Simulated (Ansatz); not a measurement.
Ansatz (a program for electronic structure) input (wB97X-V/def2-TZVPD):

Ansatz 0.2 input:
```yaml
crystal:
  periodic: [false, false, false]
  atoms:
    - {symbol: Si, position_ang: [0.00000000, 0.00000000, 0.00000000]}
    - {symbol: Cl, position_ang: [-1.68858975, -0.98731631, 0.02321396]}
    - {symbol: Cl, position_ang: [-0.01077213, 1.95613927, -0.00841625]}
    - {symbol: Cl, position_ang: [1.69936188, -0.96882296, -0.01479771]}
basis:
  gaussian:
    orbitals: def2-TZVPD
hamiltonian:
  xc: {name: wB97X-V}
total_charge: 1
output: {forces: true}
```

End of the output:

```
integrals: 0.18 GiB planned
1151 factors; their error is unknown
integrals: 0.22 GiB planned
235 factors; integrals over basis functions are off by at most 1.1e-4 eV
mean field: 1.40 GiB planned
mean field evaluation 1: about -45433.5982 eV, gradient 2.6e1 eV
mean field evaluation 2: about -45434.2556 eV, gradient 2.2e1 eV
mean field evaluation 4: about -45435.0986 eV, gradient 6.5e-1 eV
mean field evaluation 8: about -45435.1623 eV, gradient 7.4e-2 eV
mean field evaluation 16: about -45435.1623 eV, gradient 7.9e-6 eV
mean field -45435.16233359 eV, -1669.7114187004 hartree, gradient 7.9e-6 eV, S^2 0.000000; 0 other end points of the search recorded, 0 dependent functions left out
the calculation of the forces begins
reference -45435.16233097 eV, -1669.7114186041 hartree; 32, 32 occupied and 149, 149 virtual orbitals, 1151 factors
Total energy: -45435.16233097 eV, -1669.7114186041 hartree
Atom 0 at     0.000000     0.000000     0.000000 Å, force    -0.000082    -0.000048     0.000001 eV/Å
Atom 1 at    -1.688590    -0.987316     0.023214 Å, force     0.281841     0.164792    -0.003875 eV/Å
Atom 2 at    -0.010772     1.956139    -0.008416 Å, force     0.001797    -0.326401     0.001404 eV/Å
Atom 3 at     1.699362    -0.968823    -0.014798 Å, force    -0.283556     0.161657     0.002469 eV/Å
Dipole moment:    -0.000005    -0.000003     0.000000 e Å
```
